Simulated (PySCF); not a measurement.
# Mayer bond orders and bond lengths

C₆H₁₁PSi.
Atom-mapped SMILES: `[CH3:1][SiH2:2][P:3]1[CH:4]=[CH:5][CH2:6][CH:7]=[CH:8]1` (hydrogens: H9, H10, H11 on C1; H12, H13 on Si2; H14 on C4; H15 on C5; H16, H17 on C6; H18 on C7; H19 on C8)

Geometry (PBE0-D3(BJ)/def2-SVP, Å), atoms numbered from 1 in this order:
```
atom  x, y, z in Å
C1     3.1837    0.5670   -1.0875
Si2    1.9522   -0.6839   -0.4135
P3    -0.0419   -0.4364   -1.4776
C4    -1.0145   -1.5914   -0.4628
C5    -1.9670   -1.2422    0.4112
C6    -2.3758    0.1521    0.7772
C7    -1.5520    1.2571    0.1893
C8    -0.5604    1.1258   -0.7014
H9     3.3335    0.4191   -2.1677
H10    2.8249    1.5952   -0.9263
H11    4.1582    0.4657   -0.5864
H12    1.7774   -0.5183    1.0642
H13    2.4239   -2.0799   -0.6829
H14   -0.8258   -2.6552   -0.6424
H15   -2.5214   -2.0415    0.9176
H16   -2.3749    0.2503    1.8801
H17   -3.4391    0.3045    0.5037
H18   -1.8084    2.2668    0.5323
H19   -0.0522    2.0276   -1.0594
```

Bond orders from the PBE0/pcSseg-1 density (PySCF). One conformer (not necessarily the lowest) at the PBE0-D3(BJ)/def2-SVP geometry, without solvent, vibrations or thermal averaging.

(1) Where do the orders between heavy atoms depart from those drawn in the SMILES?

(2) Set the Mayer orders of the bonds between heavy atoms beside their lengths.

Answers

(1) The largest departure is 0.144, at Si2–P3 (drawn single, 0.856). Drawn single, order below 0.88: Si2–P3 (0.856).

(2) 
| bond | drawn as | length (Å) | Mayer order |
| --- | --- | --- | --- |
| C1–Si2 | single | 1.880 | 0.952 |
| Si2–P3 | single | 2.274 | 0.856 |
| P3–C4 | single | 1.819 | 0.939 |
| C4–C5 | double | 1.339 | 1.906 |
| C5–C6 | single | 1.498 | 1.057 |
| C6–C7 | single | 1.498 | 1.058 |
| C7–C8 | double | 1.339 | 1.909 |
| C8–P3 | single | 1.820 | 0.932 |

Bonds between the same two heavy elements. C–P: all 2 within 0.02 of one another (0.932 to 0.939). C–C: lowest C5–C6 and C6–C7 (1.057, 1.498 Å), highest C7–C8 and C4–C5 (1.909, 1.339 Å). Bonds named together lie within 0.004.

Problem. And the bonds to hydrogen?

Solution. C–H: 0.92 to 0.96 (9 bonds); H–Si: 0.93 (2 bonds).

Problem. Sum the orders of all bonds at each heavy atom with more than one neighbour and set the sums beside the valence in the SMILES.

Solution. C1 3.816 (drawn 4), Si2 3.671 (drawn 4), P3 2.727 (drawn 3), C4 3.778 (drawn 4), C5 3.916 (drawn 4), C6 3.953 (drawn 4), C7 3.920 (drawn 4), C8 3.773 (drawn 4). Orders between atoms that aren't bonded are not in these sums.

Mayer orders depend on the basis set.
